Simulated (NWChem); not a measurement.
Everything below was run with NWChem. System: C$_{2}$H$_{3}$O$_{2}$, charge 0, spin multiplicity 2, at a geometry optimised with UPBE0/def2-SVP. The structure started from a generated list of species. Its SCF solution wasn't tested for a lower state. Level: evGW@UPBE/def2-SVPD, RI basis def2-svpd-rifit, 6 cycles.

Job file:

```
start mol
memory heap 200 mb stack 700 mb global 1700 mb
geometry units angstroms nocenter noautoz
  C      1.381000    -0.258050     0.000000
  C     -0.021560     0.106268     0.000000
  O     -0.435616     1.245746     0.000000
  O     -0.842104    -0.961105     0.000000
  H      1.691792    -1.303629     0.000000
  H      2.117728     0.545041     0.000000
  H     -1.744393    -0.607851     0.000000
  symmetry group Cs
end
basis spherical
  * library def2-svpd
end
basis "ri basis" bse spherical
  * library def2-svpd-rifit
end
dft
  xc xpbe96 cpbe96
  odft
  mult 2
  iterations 100
  direct
  tolerances tight
end
task dft energy
gw
  evgw 6
  states alpha occ -1 vir -1
  states beta occ -1 vir -1
end
task dft gw
```

Output (cleaned and shortened):

```
             Northwest Computational Chemistry Package (NWChem) 7.3.0
             --------------------------------------------------------

                                NWChem Input Module
                                -------------------

 Scaling coordinates for geometry "geometry" by  1.889725989
 (inverse scale =  0.529177249)

 Turning off AUTOSYM since
 SYMMETRY directive was detected!

                             Geometry "geometry" -> ""
                             -------------------------

 Output coordinates in angstroms (scale by  1.889725989 to convert to a.u.)

  No.       Tag          Charge          X              Y              Z
 ---- ---------------- ---------- -------------- -------------- --------------
    1 C                    6.0000     1.38100000    -0.25805000     0.00000000
    2 C                    6.0000    -0.02156000     0.10626800     0.00000000
    3 O                    8.0000    -0.43561600     1.24574600     0.00000000
    4 O                    8.0000    -0.84210400    -0.96110500     0.00000000
    5 H                    1.0000     1.69179200    -1.30362900     0.00000000
    6 H                    1.0000     2.11772800     0.54504100     0.00000000
    7 H                    1.0000    -1.74439300    -0.60785100     0.00000000

 Effective nuclear repulsion energy (a.u.)     113.7423360948

            Nuclear Dipole moment (a.u.)
            ----------------------------
        X                 Y               Z
 ---------------- ---------------- ----------------
     0.0000132281    -0.0000056692     0.0000000000

      Symmetry information
      --------------------

 Group name             Cs
 Group number              2
 Group order               2
 No. of unique centers     7

      Symmetry unique atoms

     1    2    3    4    5    6    7


 Summary of "ao basis" -> "" (spherical)
 ------------------------------------------------------------------------------
       Tag                 Description            Shells   Functions and Types
 ---------------- ------------------------------  ------  ---------------------
 *                         def2-svpd                  on all atoms

 new library libraries.bse/

 Summary of "ri basis" -> "" (spherical)
 ------------------------------------------------------------------------------
       Tag                 Description            Shells   Functions and Types
 ---------------- ------------------------------  ------  ---------------------
 *                      def2-svpd-rifit               on all atoms

  pbe96 is a nonlocal functional; adding pw91lda local functional.

                                 NWChem DFT Module
                                 -----------------

 Summary of "ao basis" -> "ao basis" (spherical)
 ------------------------------------------------------------------------------
       Tag                 Description            Shells   Functions and Types
 ---------------- ------------------------------  ------  ---------------------
 C                         def2-svpd                 8       20   4s2p2d
 O                         def2-svpd                 9       23   4s3p2d
 H                         def2-svpd                 4        8   2s2p

 Summary of "ao basis" -> "ao basis" (spherical)
 ------------------------------------------------------------------------------
       Tag                 Description            Shells   Functions and Types
 ---------------- ------------------------------  ------  ---------------------
 C                         def2-svpd                 8       20   4s2p2d
 O                         def2-svpd                 9       23   4s3p2d
 H                         def2-svpd                 4        8   2s2p

      Symmetry analysis of basis
      --------------------------

        a'         78
        a"         32

            General Information
            -------------------
          SCF calculation type: DFT
          Wavefunction type:  spin polarized.
          No. of atoms     :     7
          No. of electrons :    31
           Alpha electrons :    16
            Beta electrons :    15
          Charge           :     0
          Spin multiplicity:     2
          Use of symmetry is: on ; symmetry adaption is: on
          Maximum number of iterations: 100
          This is a Direct SCF calculation.
          AO basis - number of functions:   110
                     number of shells:    46
          Convergence on energy requested:  1.00D-06
          Convergence on density requested:  1.00D-05
          Convergence on gradient requested:  5.00D-04

              XC Information
              --------------
          PerdewBurkeErnzerhof Exchange Functional  1.000
            Perdew 1991 LDA Correlation Functional  1.000 local
           PerdewBurkeErnz. Correlation Functional  1.000 non-local

             Grid Information
             ----------------
          Grid used for XC integration:  medium
          Radial quadrature: Mura-Knowles
          Angular quadrature: Lebedev.
          Tag              B.-S. Rad. Rad. Pts. Rad. Cut. Ang. Pts.
          ---              ---------- --------- --------- ---------
          C                   0.70       49          10.0       434
          O                   0.60       49          10.0       434
          H                   0.35       45          11.0       434
          Grid pruning is: on
          Number of quadrature shells:   331
          Spatial weights used:  Erf1

          Convergence Information
          -----------------------
          Convergence aids based upon iterative change in
[...]
@GW         1       -543.145           0.000
@GW         2       -541.332           0.000
@GW         3       -297.263           0.000
@GW         4       -295.090           0.000
@GW         5        -33.874           0.000
@GW         6        -31.035           0.000
@GW         7        -24.401           0.000
@GW         8        -20.413           0.000
@GW         9        -17.209           0.000
@GW        10        -16.671           0.000
@GW        11        -15.713           0.000
@GW        12        -15.493           0.000
@GW        13        -14.389           0.000
@GW        14        -12.137           0.000
@GW        15        -10.866           0.000
@GW        16         -9.905           0.000
@GW        17          3.748           0.000
@GW        18          2.222           0.000
@GW        19          2.944           0.000
@GW        20          4.058           0.000
@GW        21          4.514           0.000
@GW        22          4.256           0.000
@GW        23          4.537           0.000
@GW        24          5.390           0.000
@GW        25          5.418           0.000
@GW        26          5.346           0.000
@GW        27          6.494           0.000
@GW        28          7.293           0.000
@GW        29          7.711           0.000
@GW        30          7.945           0.000
@GW        31          7.904           0.000
@GW        32          8.328           0.000
@GW        33          9.268           0.000
@GW        34          9.731           0.000
@GW        35         10.497           0.000
@GW        36         11.079           0.000
@GW        37         11.548           0.000
@GW        38         11.508           0.000
@GW        39         12.004           0.000
@GW        40         12.673           0.000
@GW        41         12.952           0.000
@GW        42         13.141           0.000
@GW        43         13.656           0.000
@GW        44         13.675           0.000
@GW        45         14.094           0.000
@GW        46         14.097           0.000
@GW        47         14.493           0.000
@GW        48         15.780           0.000
@GW        49         17.474           0.000
@GW        50         17.245           0.000
@GW        51         17.335           0.000
@GW        52         17.619           0.000
@GW        53         18.469           0.000
@GW        54         19.057           0.000
@GW        55         20.088           0.000
@GW        56         20.407           0.000
@GW        57         19.725           0.000
@GW        58         20.130           0.000
@GW        59         21.132           0.000
@GW        60         21.273           0.000
@GW        61         21.980           0.000
@GW        62         22.176           0.000
@GW        63         23.335           0.000
@GW        64         26.909           0.000
@GW        65         26.865           0.000
@GW        66         28.730           0.000
@GW        67         30.215           0.000
@GW        68         31.772           0.000
@GW        69         31.601           0.000
@GW        70         32.031           0.000
@GW        71         34.252           0.000
@GW        72         36.104           0.000
@GW        73         38.823           0.000
@GW        74         40.789           0.000
@GW        75         43.056           0.000
@GW        76         45.363           0.000
@GW        77         45.790           0.000
@GW        78         46.765           0.000
@GW        79         46.448           0.000
@GW        80         49.301           0.000
@GW        81         52.679           0.000
@GW        82         52.544           0.000
@GW        83         53.063           0.000
@GW        84         54.499           0.000
@GW        85         55.194           0.000
@GW        86         55.183           0.000
@GW        87         57.609           0.000
@GW        88         57.543           0.000
@GW        89         59.913           0.000
@GW        90         60.005           0.000
@GW        91         62.420           0.000
@GW        92         63.194           0.000
@GW        93         65.905           0.000
@GW        94         66.615           0.000
@GW        95         67.898           0.000
@GW        96         68.358           0.000
@GW        97         72.801           0.000
@GW        98         78.292           0.000
@GW        99         82.300           0.000
@GW       100         83.408           0.000
@GW       101         85.591           0.000
@GW       102         85.983           0.000
@GW       103         87.040           0.000
@GW       104         88.440           0.000
@GW       105         93.426           0.000
@GW       106         95.891           0.000
@GW       107         98.777           0.000
@GW       108        104.569           0.000
@GW       109        110.961           0.000
@GW       110        115.607           0.000

                   Beta Orbitals
          State     Energy (eV)     Error (eV)
          -----------------------------------
@GW         1       -543.117           0.000
@GW         2       -543.221           0.000
@GW         3       -297.308           0.000
@GW         4       -294.588           0.000
@GW         5        -33.803           0.000
@GW         6        -30.821           0.000
@GW         7        -23.607           0.000
@GW         8        -20.139           0.000
@GW         9        -16.930           0.000
@GW        10        -16.542           0.000
@GW        11        -15.207           0.000
@GW        12        -15.223           0.000
@GW        13        -14.238           0.000
@GW        14        -11.575           0.000
@GW        15        -10.676           0.000
@GW        16         -0.619           0.000
@GW        17          2.288           0.000
@GW        18          4.406           0.000
@GW        19          3.012           0.000
@GW        20          4.042           0.000
@GW        21          4.538           0.000
@GW        22          4.592           0.000
@GW        23          4.521           0.000
@GW        24          5.625           0.000
@GW        25          5.348           0.000
@GW        26          5.401           0.000
@GW        27          6.515           0.000
@GW        28          7.626           0.000
@GW        29          7.808           0.000
@GW        30          8.284           0.000
@GW        31          8.197           0.000
@GW        32          8.359           0.000
@GW        33          9.388           0.000
@GW        34          9.823           0.000
@GW        35         10.476           0.000
@GW        36         11.351           0.000
@GW        37         11.573           0.000
@GW        38         11.576           0.000
@GW        39         12.028           0.000
@GW        40         12.843           0.000
@GW        41         12.942           0.000
@GW        42         13.831           0.000
@GW        43         13.234           0.000
@GW        44         14.019           0.000
@GW        45         14.270           0.000
@GW        46         14.302           0.000
@GW        47         14.553           0.000
@GW        48         15.841           0.000
@GW        49         17.568           0.000
@GW        50         17.348           0.000
@GW        51         17.671           0.000
@GW        52         17.436           0.000
@GW        53         18.496           0.000
@GW        54         19.110           0.000
@GW        55         20.183           0.000
@GW        56         19.737           0.000
@GW        57         20.156           0.000
@GW        58         20.745           0.000
@GW        59         21.214           0.000
@GW        60         21.359           0.000
@GW        61         22.265           0.000
@GW        62         22.195           0.000
@GW        63         23.384           0.000
@GW        64         27.014           0.000
@GW        65         27.597           0.000
@GW        66         28.850           0.000
@GW        67         30.596           0.000
@GW        68         31.898           0.000
@GW        69         31.616           0.000
@GW        70         32.121           0.000
@GW        71         34.395           0.000
@GW        72         36.412           0.000
@GW        73         39.062           0.000
@GW        74         41.031           0.000
@GW        75         43.756           0.000
@GW        76         45.841           0.000
@GW        77         45.825           0.000
@GW        78         46.550           0.000
@GW        79         47.210           0.000
@GW        80         49.420           0.000
@GW        81         52.816           0.000
@GW        82         52.612           0.000
@GW        83         53.156           0.000
@GW        84         54.525           0.000
@GW        85         55.505           0.000
@GW        86         55.408           0.000
@GW        87         57.658           0.000
@GW        88         58.098           0.000
@GW        89         60.163           0.000
@GW        90         60.268           0.000
@GW        91         62.438           0.000
@GW        92         63.295           0.000
@GW        93         66.668           0.000
@GW        94         67.944           0.000
@GW        95         67.326           0.000
@GW        96         68.560           0.000
@GW        97         72.746           0.000
@GW        98         78.788           0.000
@GW        99         82.603           0.000
@GW       100         83.605           0.000
@GW       101         85.756           0.000
@GW       102         86.230           0.000
@GW       103         87.144           0.000
@GW       104         88.699           0.000
@GW       105         93.727           0.000
@GW       106         95.964           0.000
@GW       107         98.810           0.000
@GW       108        104.671           0.000
@GW       109        111.125           0.000
@GW       110        115.725           0.000

     GW Timing Statistics
   ------------------------
   Init.   :          0.0s
     ERIs  :          1.3s
     Distr.:          0.1s
     Vxc   :          0.4s
   Sigma_x :          0.0s
   RPA     :         58.5s
   Wmn     :         11.2s
   Sigma_c :         10.0s
   GW total:         81.8s

 Task  times  cpu:       81.8s     wall:       81.8s

 Total times  cpu:       95.3s     wall:       95.3s
```
